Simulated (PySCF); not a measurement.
## How methods differ on the excitation energy of Li

Li [He] 2s1 (2S) → Li [He] 3d1 (2D), as a difference of total energies. Calculation: PySCF 2.14, in dyall-acv3z; the spin-free X2C one-electron Hamiltonian (Gaussian nucleus). Correlated levels: valence and next inner shell: nothing frozen; virtual orbitals above 40 to 60 times the deepest correlated orbital energy dropped. The calculations carry no spin-orbit coupling.

```csv
method,excitation energy (cm⁻¹),error (cm⁻¹)
UHF,41376,+10093
LDA,38317,+7034
PBE,37045,+5762
PBE0,38226,+6943
r2SCAN,37571,+6288
BP86,35762,+4478
revPBE,36308,+5025
MP2 (valence and next inner shell),41659,+10376
SCS-MP2 (valence and next inner shell),41622,+10339
```

Reference: 31283 cm⁻¹ (measured; NIST levels, between the centres of gravity of the two terms).

Errors of the correlated levels include the incompleteness of this basis.

The promoted electron is Rydberg-like, and one or two diffuse shells describe it only roughly, which tends to raise the upper state.

In the upper state the promoted electron has a positive orbital energy at LDA, PBE, PBE0, r2SCAN, BP86, revPBE, so the basis confines it.
